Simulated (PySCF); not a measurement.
Can point charges reproduce the dipole moment of `N[SiH](N)C1C[SiH2]C1`?

Coordinates (GFN2-xTB, Å) and charges (e) from the PBE0/pcSseg-1 density (PySCF):

```csv
atom,x,y,z,Mulliken,IAO,Hirshfeld,ESP-fitted
N1,-1.920,1.396,1.137,-0.6323,-0.8476,-0.3215,-1.0427
Si2,-1.418,0.278,-0.080,+0.9875,+1.1434,+0.4052,+0.7017
N3,-2.610,-0.970,0.005,-0.6297,-0.8480,-0.3247,-0.9462
C4,0.378,-0.178,0.343,-0.5615,-0.4140,-0.1227,+0.0043
C5,1.011,-1.253,-0.576,-0.4655,-0.5379,-0.1670,-0.4370
Si6,2.625,-0.244,-0.697,+0.6455,+0.7475,+0.3491,+0.4538
C7,1.413,0.959,0.150,-0.4714,-0.5389,-0.1656,-0.3745
H8,-2.881,1.695,1.115,+0.1863,+0.2601,+0.1135,+0.4166
H9,-1.324,2.187,1.316,+0.1873,+0.2591,+0.1117,+0.3661
H10,-1.471,0.732,-1.480,-0.1330,-0.1879,-0.1022,-0.1339
H11,-2.473,-1.788,-0.565,+0.1868,+0.2584,+0.1127,+0.3438
H12,-2.921,-1.247,0.922,+0.1852,+0.2595,+0.1122,+0.3704
H13,0.440,-0.528,1.377,+0.1428,+0.1414,+0.0349,+0.0801
H14,1.050,-2.246,-0.133,+0.1387,+0.1424,+0.0314,+0.1004
H15,0.481,-1.346,-1.524,+0.1354,+0.1336,+0.0295,+0.1225
H16,3.126,0.104,-2.028,-0.0918,-0.1245,-0.0800,-0.1105
H17,3.725,-0.721,0.145,-0.0888,-0.1235,-0.0796,-0.1036
H18,1.717,1.440,1.078,+0.1400,+0.1421,+0.0324,+0.1028
H19,1.041,1.741,-0.511,+0.1387,+0.1349,+0.0303,+0.0859
```

Question: Compute μ = Σ q r for each scheme (1 e·Å = 4.803 D) and compare with the dipole of the full density.

Answer: The full density gives (0.05, -0.08, 0.55) D, 0.56 D in size; dipole vectors point from the negative to the positive end.

```tsv
scheme	μx	μy	μz	size (D)	share of the full size (%)	angle to the full dipole (°)
Mulliken	1.21	0.33	-1.46	1.92	344	136
IAO	1.53	0.15	-0.96	1.81	323	117
Hirshfeld	0.14	0.03	0.10	0.17	31	53
ESP-fitted	0.06	-0.03	0.54	0.55	98	6
```

Question: Which set comes closest?

Answer: Length of the difference vector: ESP-fitted 0.06 D, Hirshfeld 0.48 D, IAO 2.12 D, Mulliken 2.36 D. Closest: ESP-fitted. The schemes that divide the density aren't constrained to reproduce the dipole.

Question: What is left for the Hirshfeld atoms' own dipoles?

Answer: The Hirshfeld atoms' densities add up to the full density, so μ = Σ q r + Σ (atomic dipoles). The atomic dipoles sum to (0.05, -0.08, 0.55) − (0.14, 0.03, 0.10) = (-0.09, -0.11, 0.45) D, 0.48 D in size.

Question: With the origin at the mean of the coordinates, (-0.001, 0.000, 0.000) Å, which are the largest single terms, by size, of the Hirshfeld dipole along the direction of the full one?

Answer: N1 -1.15, H10 +0.83, Si6 -0.70, H16 +0.67, Si2 -0.48 D; all 19 atoms together +0.10 D. The single terms depend on the origin, their sum doesn't.

Question: Give the size of the full dipole in other units.

Answer: 0.56 D = 0.220 au = 0.116 e·Å = 1.87 × 10⁻³⁰ C·m.

The structure is a single GFN2-xTB conformer in the gas phase; no vibrational or solvent corrections.

Conformer computed: `[NH2:1][SiH:2]([NH2:3])[CH:4]1[CH2:5][SiH2:6][CH2:7]1`: N1–Si2–C4–C5 176°, H–N1–Si2–N3 -51°, H–N1–Si2–N3 176°, H–N3–Si2–N1 -174°, H–N3–Si2–N1 -40°.
